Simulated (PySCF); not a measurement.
## A thermochemical cycle for SnH

r²SCAN in PySCF with def2-SVPD on every atom (core potentials on Sn), for the lowest determinant that a PBE0 search found; no spin–orbit coupling. SnH, a doublet (π ↑), has De = 2.63 eV to neutral atoms, and SnH⁺, a singlet (closed shell), has De = 2.72 eV to Sn⁺ + H.

The adiabatic ionisation energy of SnH, between the minima, is 7.32 eV.

Task: Which ionisation energy of the Sn atom does this level give?

Result: IE(Sn) = IE(molecule) + De(ion) − De(neutral) = 7.32 + 2.72 − 2.63 = 7.41 eV; the measured value is 7.344 eV (NIST ASD).

These are scalar-relativistic numbers at best; spin–orbit coupling would shift them, the dissociation energy most. For an ion De counts to the pair picked by the measured ionisation energies or electron affinities, which need not be the lowest pair at this level. States were picked by a PBE0 search and need not be the measured ground states.
